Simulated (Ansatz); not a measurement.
Reactions of C6H14GeO2, SMILES `CC(C)[O][Ge][O]C(C)C`.

Calculated with Ansatz (gas phase, PBE0-D4/def2-TZVP geometries, no zero-point term in ΔE). CCSD(T)/CBS is the MP2 limit (def2-TZVPP, def2-QZVPP) plus CCSD(T) − MP2 in def2-TZVPP, frozen cores. This one scheme is used for every species, atoms too. Open shells (•) are unrestricted, without spin–orbit coupling. Spin–orbit coupling would lower the free atoms: a little for C, O; clearly for Ge. Elements past krypton have def2 core potentials. For Ge, Hf, Zr outer-core shells are correlated without core-valence functions, so the limit isn't a true one: a few kJ/mol of doubt a bond, and 10 to 20 or more in all where bonds break to atoms. Scalar relativity is left out up to krypton. Each species was taken in one conformer, which may not be the lowest.

| reaction | CCSD/CBS(def2) (kcal/mol) |
| --- | --- |
| `CC(C)[O][Ge][O]C(C)C` + `CC(=O)Cl` → `CC(C)[O][Ge][Cl]` + `CC(=O)OC(C)C` | -20.2 |
| `CC(C)[O][Ge][O]C(C)C` + H₂ → `CCC` + `CC(C)[O][Ge][OH]` | -20.2 |
| `CC(C)[O][Ge][O]C(C)C` + `[NH2][Hf]([F])([Cl])[Cl]` → `CC(C)[NH][Hf]([F])([Cl])[Cl]` + `CC(C)[O][Ge][OH]` | -1.4 |
| `CC(C)[O][Ge][O]C(C)C` + `[OH][Zr]([OH])([OH])[Cl]` → `CC(C)[O][Zr]([OH])([OH])[Cl]` + `CC(C)[O][Ge][OH]` | -1.6 |
| `CC(C)[O][Ge][O]C(C)C` + `[NH2][Zr]([F])([F])[F]` → `CC(C)[NH][Zr]([F])([F])[F]` + `CC(C)[O][Ge][OH]` | -2.1 |
| `CC(C)[O][Ge][O]C(C)C` → `CC(C)[O][Ge][OH]` + `C=CC` | 17.7 |
| `CC(C)[O][Ge][O]C(C)C` → 6 C• + Ge• + 14 H• + 2 O• | 2152.7 |

(1) Give the CCSD(T)/CBS values in the same order. (Estimate.)

Largest T1 diagnostic: 0.017, for `[NH2][Zr]([F])([F])[F]`.

## Answers

(1) The calculation gave: -19.2, -18.7, -1.8, -1.7, -2.5, 18.3, 2184.2 kcal/mol.
